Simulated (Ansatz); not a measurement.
Relaxation of C₃H₇ClOSi (13 atoms, charge 0, multiplicity 1), to a largest force component of 0.02 eV/Å in at most 40 steps.

Computed with RKS BHLYP-D4/STO-3G (Ansatz 0.2.0).

```xyz
13
Properties=species:S:1:pos:R:3
O -2.079 1.089 0.699
C -1.957 -0.051 0.019
C -0.862 -0.485 -0.581
Cl -0.808 -2.016 -1.382
C 0.484 0.236 -0.691
Si 1.772 -0.233 0.586
H -1.270 1.638 0.710
H -2.840 -0.599 0.025
H 0.323 1.341 -0.548
H 0.900 0.101 -1.656
H 2.089 -1.694 0.520
H 1.304 0.078 1.971
H 2.965 0.560 0.342
```

Problem. Where does it end, and by what steps?

Solution. The run converged. The force dipped under the threshold on the way, but the program's further checks kept it going. Limits of this set-up: minimal basis. After 14 steps the energy has fallen by 0.579 eV; Cl4 moved furthest, 0.33 Å.

| step | energy less start (eV) | largest force component (eV/Å) | accepted |
| --- | --- | --- | --- |
| 0 | 0.0000 | 2.690 | yes |
| 1 | -0.5112 | 0.968 | yes |
| 2 | -0.5666 | 0.363 | yes |
| 3 | -0.5725 | 0.134 | yes |
| 4 | -0.5739 | 0.105 | yes |
| 5 | -0.5748 | 0.029 | yes |
| 6 | -0.5755 | 0.030 | yes |
| 7 | -0.5768 | 0.095 | yes |
| 8 | -0.5775 | 0.101 | yes |
| 9 | -0.5780 | 0.050 | yes |
| 10 | -0.5783 | 0.017 | yes |
| 11 | -0.5784 | 0.026 | yes |
| 12 | -0.5785 | 0.021 | yes |
| 13 | -0.5785 | 0.022 | yes |
| 14 | -0.5785 | 0.011 | yes |

```xyz
13
Properties=species:S:1:pos:R:3
O -2.255 1.243 0.543
C -1.976 -0.019 0.019
C -0.810 -0.445 -0.478
Cl -0.748 -2.142 -1.079
C 0.501 0.313 -0.595
Si 1.841 -0.312 0.566
H -1.396 1.759 0.431
H -2.849 -0.676 0.055
H 0.316 1.372 -0.399
H 0.854 0.248 -1.627
H 2.170 -1.669 0.255
H 1.372 -0.221 1.915
H 3.000 0.514 0.410
```

Whether the end is a true minimum wasn't checked by a vibrational analysis.

Run time: 45 s on 1 thread of Arm Neoverse V1 (shared host), peak memory 0.14 GiB.
